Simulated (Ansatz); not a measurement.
System: MgF$_{2}$ (charge 0, singlet). 
Geometry from a B3LYP-D3(BJ)/def2-TZVP (Ansatz, a program for electronic structure) optimisation:
```xyz
3

Mg     0.0000     0.0000     0.0000
F      0.0000     0.0000     1.7511
F      0.0000     0.0000    -1.7511
```
Charge 0, spin multiplicity 1.

Quantity: atomisation energy (electronic, to ground-state atoms), in kcal/mol. Cores are frozen in the correlated levels unless marked. Open shells are spin-unrestricted. No spin-orbit coupling. No relativistic terms. The coupled-cluster limit lacks core correlation, which all-electron functionals hold. Basis-set limits of correlation are two-point, X^-3; Hartree-Fock from the larger set.

| level | program | atomisation energy (kcal/mol) |
|---|---|---|
| HF/def2-QZVPPD | Ansatz | 176.8 |
| SVWN5/def2-TZVPD | Ansatz | 277.8 |

Q: Estimate the value at CCSD(T)/CBS(def2-TZVPPD,def2-QZVPPD) as computed with Ansatz.

A: 249.0 kcal/mol
